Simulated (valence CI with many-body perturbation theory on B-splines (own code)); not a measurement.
E1 transitions of Cs²³⁺

Level of theory: configuration interaction combined with many-body perturbation theory (CI+MBPT): four valence electrons over a frozen Dirac-Fock core [Ar] 3d10, a basis of 11 s, 11 p, 10 d, 8 f, 5 g, 2 h functions for each j, with the one-electron correlation potential Σ1 (screened to all orders), the two-electron term Σ2, the three-electron term Σ3, Breit, model QED; selected single and double excitations, second order for the rest, scaled by the run's own slope (own B-spline code, finite nucleus).

No measured levels were compared; by estimate levels hold to about 250 cm⁻¹ or 0.2 % of their energy and the worst to 1 %, as in measured heavy ions of charge 2 to 7; those with d or f electrons hold less well. Among the levels kept, up to 450 cm⁻¹ of a level comes from second order outside the variational space, and about a tenth of that is noise between levels of different J, which matters for small intervals.

Lines 201 to 250 of 553 in falling wavelength, among levels below 2268600 cm⁻¹, chosen from the strongest by gf and those to the six lowest levels. Wavelengths and rates use the calculated energies, so an error of 2000 cm⁻¹ moves a line at 130.9 Å by 0.26 % and its rate by three times that or more. Electric multipoles are in the length gauge, E1 and E2 with the static RPA response of the core. Weak lines are less certain than strong ones. Lines between different terms over intervals too small for the method are left out, as are lines whose strength nearly cancels. Where a level lies close to another of its J and parity, the split of strength between their lines is uncertain. The highest levels of a list are the least certain.

Levels are named by their leading jj configuration (3d3/2^4 stands for four electrons in 3d with j = 3/2), which in mixed levels can hold well under half, so a name can repeat and another be missing. Letters in brackets count levels of one name in rising energy.

```tsv
λ vac (Å)	Upper	Lower	A (s⁻¹)	log gf	Branch %
130.9	(4s 4p1/2^2 4d5/2) J=3	(4s 4p1/2^2 4p3/2) J=2	3.22e+10	-0.24	90.9
130.6	(4s 4p1/2 4p3/2 4d3/2) J=2 [d]	(4s 4p1/2 4p3/2^2) J=3	2.13e+10	-0.56	13.1
130.6	(4s^2 4p1/2 4d5/2) J=3	(4s^2 4p1/2 4p3/2) J=2	4.97e+10	-0.05	98.9
130.5	(4s^2 4p3/2 4f5/2) J=3	(4s^2 4p3/2 4d5/2) J=3	4.35e+10	-0.11	10.5
130.5	(4s 4p1/2 4p3/2 4d5/2) J=3 [a]	(4s 4p1/2 4p3/2^2) J=2 [a]	2.83e+10	-0.30	17.0
130.3	(4s 4p3/2^2 4d3/2) J=2 [a]	(4s 4p1/2 4p3/2^2) J=1 [b]	3.08e+10	-0.41	10.6
130.3	(4s^2 4d3/2 4d5/2) J=3	(4s^2 4p3/2 4d3/2) J=3	2.10e+10	-0.43	5.6
130.1	(4p1/2^2 4p3/2 4d5/2) J=1	(4p1/2^2 4p3/2^2) J=0	4.36e+10	-0.48	39.9
130.0	(4s 4p1/2 4d3/2 4d5/2) J=2 [d]	(4s 4p1/2 4p3/2 4d3/2) J=1 [b]	1.83e+10	-0.63	7.8
130.0	(4s 4p1/2 4d3/2 4d5/2) J=4 [a]	(4s 4p1/2 4p3/2 4d3/2) J=3 [a]	1.85e+10	-0.38	18.4
129.9	(4s 4p1/2 4d3/2 4d5/2) J=3 [d]	(4s 4p1/2 4p3/2 4d5/2) J=3 [b]	2.69e+10	-0.32	15.6
129.8	(4s 4p3/2^2 4d5/2) J=3 [a]	(4s 4p3/2^3) J=2	2.01e+10	-0.45	18.5
129.8	(4s 4p1/2 4p3/2 4d5/2) J=1 [b]	(4s 4p1/2 4p3/2^2) J=2 [b]	3.18e+10	-0.62	26.6
129.6	(4s^2 4p3/2 4d3/2) J=3	(4s^2 4p3/2^2) J=2	2.35e+10	-0.38	7.5
129.3	(4s 4p1/2 4d3/2 4d5/2) J=5 [a]	(4s 4p1/2 4p3/2 4d3/2) J=4	2.17e+10	-0.22	36.4
129.0	(4p1/2^2 4p3/2 4d5/2) J=3	(4p1/2^2 4p3/2^2) J=2	3.55e+10	-0.21	39.8
128.8	(4s 4p1/2 4d5/2^2) J=2	(4s 4p1/2 4p3/2 4d3/2) J=2 [d]	2.08e+10	-0.59	10.9
128.7	(4s^2 4p3/2 4d3/2) J=1	(4s^2 4p3/2^2) J=2	6.84e+10	-0.29	24.3
128.7	(4s 4p1/2 4d3/2 4d5/2) J=2 [c]	(4s 4p1/2 4p3/2 4d5/2) J=2 [a]	3.35e+10	-0.38	17.6
128.6	(4s 4p3/2^2 4d5/2) J=1 [a]	(4s 4p3/2^3) J=2	1.33e+11	0.00	66.4
128.6	(4s 4p1/2 4p3/2 4f5/2) J=3 [a]	(4s 4p1/2 4p3/2 4d3/2) J=2 [c]	1.67e+10	-0.54	6.0
128.2	(4s^2 4p3/2 4f5/2) J=4 [a]	(4s^2 4p3/2 4d3/2) J=3	2.29e+10	-0.29	7.8
128.2	(4s^2 4p3/2 4f7/2) J=4	(4s^2 4p3/2 4d5/2) J=3	3.08e+10	-0.17	6.5
128.1	(4s 4p1/2 4d5/2^2) J=4	(4s 4p1/2 4p3/2 4d5/2) J=5	1.19e+10	-0.58	9.5
128.0	(4s 4p3/2^2 4d5/2) J=3 [c]	(4s^2 4p1/2 4d5/2) J=3	2.26e+10	-0.41	12.1
127.6	(4s 4p1/2 4d5/2^2) J=3	(4s 4p1/2 4p3/2 4d5/2) J=3 [b]	1.24e+10	-0.67	10.0
127.6	(4s 4p1/2^2 4f7/2) J=3	(4s 4p1/2 4p3/2 4d3/2) J=3 [a]	1.41e+10	-0.62	15.0
127.3	(4s^2 4d3/2 4d5/2) J=3	(4s^2 4p3/2 4d3/2) J=2	2.26e+10	-0.42	6.1
127.0	(4s^2 4p3/2 4f7/2) J=3	(4s^2 4p3/2 4d5/2) J=3	4.74e+10	-0.10	11.0
127.0	(4s 4p1/2 4d5/2^2) J=2	(4s 4p1/2 4p3/2 4d5/2) J=3 [b]	1.77e+10	-0.67	9.3
126.9	(4s^2 4p1/2 4d5/2) J=2	(4s^2 4p1/2 4p3/2) J=2	6.78e+10	-0.09	33.0
126.9	(4p1/2 4p3/2^3) J=1	(4s 4p1/2^2 4p3/2) J=2	1.08e+09	-2.11	1.8
126.9	(4s^2 4p1/2 4d3/2) J=1	(4s^2 4p1/2 4p3/2) J=2	7.01e+09	-1.29	2.1
126.8	(4s^2 4d3/2^2) J=0	(4s^2 4p3/2 4d3/2) J=1	1.23e+11	-0.53	22.9
126.7	(4p1/2 4p3/2^2 4d5/2) J=2 [b]	(4p1/2 4p3/2^3) J=2	4.15e+10	-0.30	25.9
126.6	(4p1/2 4p3/2^2 4d5/2) J=1 [b]	(4p1/2 4p3/2^3) J=2	9.71e+10	-0.16	41.5
126.5	(4s 4p1/2 4p3/2 4d5/2) J=1 [b]	(4s 4p1/2 4p3/2^2) J=0	5.43e+10	-0.41	45.3
126.4	(4s 4p1/2^2 4f7/2) J=3	(4s 4p1/2 4p3/2 4d3/2) J=2 [a]	2.38e+10	-0.40	25.4
126.3	(4s 4p1/2 4p3/2 4d5/2) J=4 [b]	(4s 4p1/2 4p3/2^2) J=3	5.11e+10	0.04	88.7
126.3	(4s^2 4d3/2 4d5/2) J=2	(4s^2 4p3/2 4d3/2) J=3	4.89e+10	-0.23	9.9
126.2	(4s 4p3/2^2 4d5/2) J=2 [a]	(4s 4p3/2^3) J=2	5.89e+10	-0.15	22.7
126.0	(4s 4p1/2 4d3/2 4d5/2) J=1	(4s 4p1/2 4p3/2 4d3/2) J=1 [a]	3.15e+10	-0.65	18.7
126.0	(4s 4p1/2 4p3/2 4d5/2) J=0	(4s 4p1/2 4p3/2^2) J=1 [a]	1.62e+11	-0.41	71.4
125.8	(4s 4p1/2 4p3/2 4d5/2) J=3 [e]	(4s 4p1/2 4p3/2^2) J=2 [b]	8.17e+10	0.13	46.1
125.8	(4s 4p1/2 4d3/2 4d5/2) J=2 [a]	(4s 4p1/2 4p3/2 4d3/2) J=2 [a]	2.29e+10	-0.57	11.2
125.7	(4s^2 4p3/2 4d5/2) J=2	(4s^2 4p3/2^2) J=2	1.93e+11	0.36	80.8
125.6	(4s 4p3/2^2 4d3/2) J=2 [b]	(4s 4p1/2 4p3/2^2) J=1 [b]	6.58e+10	-0.11	20.3
125.6	(4s 4p1/2 4d3/2 4d5/2) J=3 [a]	(4p1/2 4p3/2^3) J=2	1.29e+10	-0.67	8.5
125.4	(4s 4p1/2 4p3/2 4d5/2) J=2 [b]	(4s 4p1/2 4p3/2^2) J=1 [a]	7.81e+10	-0.04	35.4
125.3	(4s 4p3/2^2 4d3/2) J=1 [a]	(4s 4p1/2 4p3/2^2) J=1 [b]	3.97e+10	-0.55	14.7
```

How does gf follow from A for the line at 126.2 Å?

gf = 1.4992 × (2J+1)_upper × A / σ², with σ = 792303 cm⁻¹ and 2J+1 = 5: gf = 0.703.
